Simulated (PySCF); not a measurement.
Excitation energy of P by level of theory

P [Ne] 3s2 3p3 (4S) → P [Ne] 3s1 3p3 4s1 (6S), as a difference of total energies. Computed with PySCF 2.14 in aug-cc-pVQZ-DK (7s6p4d3f2g, 84 functions), with scalar relativity by spin-free X2C-1e. Correlated levels: valence: [Ne] frozen. The calculations carry no spin-orbit coupling.

```json
{"method": "UHF", "excitation energy (eV)": "10.646"}
{"method": "MP2 (valence)", "excitation energy (eV)": "12.206"}
{"method": "SCS-MP2 (valence)", "excitation energy (eV)": "12.710"}
{"method": "CCSD (valence)", "excitation energy (eV)": "12.351"}
{"method": "CCSD(T) (valence)", "excitation energy (eV)": "12.448"}
```

**Question.** How much does correlation contribute at CCSD(T) (valence)?

**Answer.** 12.448 − (10.646) = 1.802 eV, measured against UHF.

The upper state lies above the first ionisation limit, but in LS coupling its spin forbids autoionisation to the ground ion. A Rydberg-like electron needs more diffuse functions than a valence basis has.

The promoted electron is Rydberg-like, and one or two diffuse shells describe it only roughly, which tends to raise the upper state.
